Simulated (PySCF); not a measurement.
C6H7N.
Atom-mapped SMILES: `[H]/[N:7]=[CH:6]\[CH:5]=[CH:4]\[C:3]#[C:2][CH3:1]` (hydrogens: H8, H9, H10 on C1; H11 on C4; H12 on C5; H13 on C6; H14 on N7)

Computed geometry: GFN2-xTB, gas phase.

(1) Give the optimised bond lengths and angles.

Answers

(1) 
```tsv
bond	length (Å)
C1–C2	1.443
C2≡C3	1.205
C3–C4	1.402
C4=C5	1.343
C5–C6	1.446
C6=N7	1.264
C1–H8, C1–H9, C1–H10	1.090
C4–H11	1.084
C5–H12	1.084
C6–H13	1.088
N7–H14	1.021
```

Bonds in one row agree within 0.01 Å and their mean is given. A selection of angles:
```tsv
angle	degrees
C2–C1–H8	110.1
H8–C1–H9	109.2
C1–C2–C3	179.8
C2–C3–C4	179.5
C3–C4–C5	123.3
C3–C4–H11	116.3
C5–C4–H11	120.4
C4–C5–C6	122.9
C4–C5–H12	119.9
C6–C5–H12	117.2
C5–C6–N7	127.5
C5–C6–H13	116.4
N7–C6–H13	116.0
C6–N7–H14	114.2
```

Dihedral angles: C3–C4–C5–C6 180° (antiperiplanar); C4–C5–C6–N7 180° (antiperiplanar); H14–N7–C6–C5 0° (synperiplanar). The mirror-image conformer, all signs reversed, is as good.

The 7 heavy atoms lie in one plane (0.001 Å rms). The 5 C–C bonds span 1.205 Å (C2≡C3, drawn triple) to 1.446 Å (C5–C6, drawn single), a spread of 0.241 Å. Of the pairs four or more bonds apart, H12···H14 is among the closest relative to their van der Waals radii: 2.42 Å, 101 % of the sum of Bondi's values.

No frequency check. One conformer, not necessarily the lowest.
